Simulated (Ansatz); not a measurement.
`C[SiH]1[SiH2]S1` + NH₃ → `N[SiH]1[SiH2]S1` + CH₄ at 600 K and 1 bar (ligand exchange at the Si–C bond).

Program: Ansatz. Geometries: PBE0-D4/def2-TZVP. ΔE: electronic, gas phase. CCSD(T)/CBS adds triple-zeta CCSD(T) − MP2 to the extrapolated MP2 energy (def2 sets, frozen cores). This one scheme is used for every species. One conformer a species, not always the lowest.

| species | CCSD(T)/CBS energy (Eh) | H − E (kJ/mol) | S (J/(mol·K)) |
| --- | --- | --- | --- |
| `C[SiH]1[SiH2]S1` | -1017.63316 | 230.4 | 425.9 |
| NH₃ | -56.50880 | 112.4 | 219.5 |
| `N[SiH]1[SiH2]S1` | -1033.70075 | 201.3 | 420.2 |
| CH₄ | -40.46206 | 140.4 | 215.7 |

H − E and S are ideal-gas, rigid-rotor, harmonic terms from PBE0-D4/def2-TZVP, for one conformer and one mirror image of each species. 1 Eh = 2625.50 kJ/mol, R = 8.31446 J/(mol·K).

Question: By hand: ΔE, ΔH, ΔS and ΔG.

Answer: ΔE = (-1033.70075) + (-40.46206) − (-1017.63316) − (-56.50880) = -0.02085 Eh = -54.7 kJ/mol. Δ(H − E) = 201.3 + 140.4 − 230.4 − 112.4 = -1.1, so ΔH = -55.8 kJ/mol. ΔS = 420.2 + 215.7 − 425.9 − 219.5 = -9.5 J/(mol·K). ΔG = -55.8 − 600 × (-9.5)/1000 = -50.1 kJ/mol.

Question: By hand: the equilibrium constant, and the temperature at which ΔG would vanish if ΔH and ΔS stayed fixed.

Answer: log₁₀ K = −ΔG/(RT ln 10) = 4.4. ΔG = 0 at ΔH/ΔS = 5874 K, far beyond where these terms or the molecules hold.

The number of gas molecules stays the same, so ΔS is small and ΔH decides. A doubt of 5 kJ/mol in ΔE shifts log₁₀ K by 0.4 here. Other conformers and mirror images would add mixing entropy, several J/(mol·K) or more a flexible species. These are equilibria of isolated gas molecules and say nothing of rates. Largest T1 diagnostic: 0.013 (customary marks: 0.02 for closed shells, 0.045 for open ones).
